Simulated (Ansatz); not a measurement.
`CB(N)O` + H₂ → `CBO` + NH₃ at 600 K and 1 bar (hydrogenolysis of a B–N bond).

Isolated molecules relaxed with PBE0-D4/def2-TZVP in Ansatz; ΔE leaves out vibrations. CBS: MP2 limit from def2 TZ/QZ plus the TZ coupled-cluster correction, frozen cores. This one scheme is used for every species. Each species was taken in one conformer, which may not be the lowest.

| species | CCSD(T)/CBS energy (Eh) | H − E (kJ/mol) | S (J/(mol·K)) |
| --- | --- | --- | --- |
| `CB(N)O` | -196.45123 | 270.0 | 381.0 |
| H₂ | -1.17544 | 43.9 | 150.8 |
| `CBO` | -141.08489 | 208.4 | 331.4 |
| NH₃ | -56.50880 | 112.4 | 219.5 |

H − E and S are ideal-gas, rigid-rotor, harmonic terms from PBE0-D4/def2-TZVP, for one conformer and one mirror image of each species. The MP2-based limit puts H₂ 0.8 mEh under its directly extrapolated value; such offsets cancel only in part. 1 Eh = 2625.50 kJ/mol, R = 8.31446 J/(mol·K).

By hand: ΔE, ΔH, ΔS and ΔG.

ΔE = (-141.08489) + (-56.50880) − (-196.45123) − (-1.17544) = 0.03298 Eh = 86.6 kJ/mol. Δ(H − E) = 208.4 + 112.4 − 270.0 − 43.9 = 6.9, so ΔH = 93.5 kJ/mol. ΔS = 331.4 + 219.5 − 381.0 − 150.8 = 19.1 J/(mol·K). ΔG = 93.5 − 600 × (19.1)/1000 = 82.0 kJ/mol.

By hand: the equilibrium constant, and the temperature at which ΔG would vanish if ΔH and ΔS stayed fixed.

log₁₀ K = −ΔG/(RT ln 10) = -7.1. ΔG = 0 at ΔH/ΔS = 4895 K, far beyond where these terms or the molecules hold.

ΔH outweighs TΔS. A doubt of 5 kJ/mol in ΔE shifts log₁₀ K by 0.4 here. Other conformers and mirror images would add mixing entropy, several J/(mol·K) or more a flexible species. These are equilibria of isolated gas molecules and say nothing of rates. Largest T1 diagnostic: 0.012 (customary marks: 0.02 for closed shells, 0.045 for open ones).
